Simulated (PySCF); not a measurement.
**Ionisation energy of Tl(2+) by level of theory**

Tl(2+) [Xe] 4f14 5d10 6s1 (2S) → Tl(3+) [Xe] 4f14 5d10 (1S), as a difference of total energies. Computed with PySCF 2.14 in def2-TZVPPD with the def2 core potential (60 electrons) (7s5p4d2f, 56 functions), with scalar relativity through the core potential. Correlated levels: valence and next inner shell: nothing frozen outside the core potential. The calculations carry no spin-orbit coupling.

```json
{"method": "UHF", "ionisation energy (eV)": "28.154"}
{"method": "MP2 (valence and next inner shell)", "ionisation energy (eV)": "29.744"}
{"method": "SCS-MP2 (valence and next inner shell)", "ionisation energy (eV)": "29.514"}
{"method": "CCSD (valence and next inner shell)", "ionisation energy (eV)": "29.502"}
{"method": "CCSD(T) (valence and next inner shell)", "ionisation energy (eV)": "29.548"}
```

**Question.** How much does correlation contribute at CCSD(T) (valence and next inner shell)?

**Answer.** 29.548 − (28.154) = 1.394 eV, measured against UHF.

Errors of the correlated levels include the incompleteness of this basis.

For comparison: 29.852 eV (measured; NIST Atomic Spectra Database, ionization energies).
